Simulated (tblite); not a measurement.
C7H9FGe.
SMILES with atom numbers: `[F:1][C:2]1=[CH:3]/[GeH2:4][CH2:5]\[CH:6]=[CH:7]/[CH:8]=[CH:9]\1` (hydrogens: H10 on C3; H11, H12 on Ge4; H13, H14 on C5; H15 on C6; H16 on C7; H17 on C8; H18 on C9)

Computed with GFN2-xTB (tblite), gas phase: L-BFGS steps from a force-field or distance-geometry start until the largest atomic force falls under 0.01 eV/Å.

Step 11: E = -711.0831 eV
```
atom  x, y, z in Å  |  force x, y, z in eV/Å
F1     -1.7168   -2.8570    0.5987    0.085  -0.150   0.026
C2     -1.0142   -1.7744    0.1395    0.006  -0.062   0.133
C3      0.2817   -1.9707   -0.1032   -0.060   0.015  -0.020
Ge4     1.5436   -0.7110   -0.8200    0.099   0.037  -0.037
C5      1.6997    0.8957    0.3332   -0.108  -0.210  -0.140
C6      0.5333    1.8103    0.3991    0.144   0.033   0.045
C7     -0.7964    1.6879    0.2928   -0.202  -0.045   0.071
C8     -1.7983    0.6699    0.0442   -0.005   0.040  -0.072
C9     -1.9199   -0.6708   -0.0167    0.118   0.070  -0.079
H10     0.6593   -2.9575    0.1297   -0.006  -0.021  -0.020
H11     2.8704   -1.4320   -0.8440   -0.041   0.065  -0.003
H12     1.2699   -0.2864   -2.2336   -0.107  -0.038   0.010
H13     1.9619    0.5429    1.3329   -0.072   0.012   0.055
H14     2.5500    1.4813   -0.0234    0.064  -0.031   0.067
H15     0.8613    2.8281    0.5750   -0.015   0.139   0.010
H16    -1.3055    2.6425    0.4208    0.052  -0.040  -0.037
H17    -2.7552    1.1619   -0.0938   -0.080   0.014  -0.036
H18    -2.9336   -1.0544   -0.1429    0.129   0.173   0.028
```

Step 12: E = -711.0901 eV
```
atom  x, y, z in Å  |  force x, y, z in eV/Å
F1     -1.7192   -2.8599    0.6001    0.118  -0.132   0.024
C2     -1.0077   -1.7819    0.1435   -0.060   0.020   0.119
C3      0.2877   -1.9808   -0.1011   -0.110   0.030  -0.025
Ge4     1.5365   -0.7090   -0.8264    0.031   0.016   0.049
C5      1.6945    0.8938    0.3307   -0.082  -0.103  -0.072
C6      0.5352    1.8193    0.3986    0.029   0.037   0.039
C7     -0.7963    1.6969    0.2924   -0.107  -0.085   0.080
C8     -1.7910    0.6697    0.0433   -0.005   0.162  -0.078
C9     -1.9087   -0.6707   -0.0140    0.086  -0.009  -0.081
H10     0.6635   -2.9695    0.1297    0.005   0.015  -0.035
H11     2.8579   -1.4241   -0.8464    0.067   0.021  -0.011
H12     1.2646   -0.2920   -2.2384   -0.131  -0.019  -0.033
H13     1.9463    0.5352    1.3334   -0.073   0.025  -0.006
H14     2.5529    1.4778   -0.0156    0.017  -0.080   0.077
H15     0.8608    2.8389    0.5791    0.009   0.058  -0.009
H16    -1.3085    2.6502    0.4228    0.058  -0.075  -0.046
H17    -2.7505    1.1583   -0.1022   -0.035  -0.010  -0.019
H18    -2.9268   -1.0460   -0.1410    0.182   0.131   0.028
```

Question: Estimate the geometry and energy of step 13. (The exact step hangs on the optimiser's Hessian estimate; all steps are aligned on step 12, rigid shifts and turns removed.)

Answer: E = -711.0957 eV, largest force 0.169 eV/Å
```
atom  x, y, z in Å  |  force x, y, z in eV/Å
F1     -1.7187   -2.8649    0.6017    0.123  -0.092   0.026
C2     -1.0040   -1.7871    0.1488   -0.062   0.049   0.079
C3      0.2906   -1.9874   -0.1002   -0.095   0.034  -0.024
Ge4     1.5322   -0.7076   -0.8308   -0.050  -0.023   0.085
C5      1.6895    0.8905    0.3276   -0.052   0.039   0.022
C6      0.5361    1.8260    0.3989   -0.010   0.027   0.024
C7     -0.7967    1.7018    0.2939   -0.025  -0.049   0.065
C8     -1.7861    0.6728    0.0410    0.000  -0.003  -0.071
C9     -1.8988   -0.6714   -0.0137    0.072   0.147  -0.043
H10     0.6664   -2.9774    0.1289    0.007   0.046  -0.046
H11     2.8500   -1.4178   -0.8484    0.144  -0.011  -0.016
H12     1.2581   -0.2965   -2.2420   -0.139  -0.009  -0.052
H13     1.9335    0.5303    1.3336   -0.077   0.022  -0.054
H14     2.5551    1.4736   -0.0083   -0.028  -0.117   0.074
H15     0.8604    2.8481    0.5819    0.016  -0.038  -0.024
H16    -1.3097    2.6546    0.4233    0.048  -0.073  -0.039
H17    -2.7483    1.1557   -0.1087   -0.012  -0.011  -0.017
H18    -2.9185   -1.0371   -0.1392    0.141   0.061   0.013
```

The energy changes by -0.0055 eV. The first-order estimate −F·Δx gives -0.0079 eV and the mean of the old and new forces, exact on a quadratic surface, -0.0055 eV. The step makes an angle of 65° with the force vector and moves no atom by more than 0.014 Å.

The cost below is that of the whole relaxation. The run took 1.9 s on an Arm Neoverse N1 with one thread, shared host with 64 logical CPUs at a one-minute load of 59.
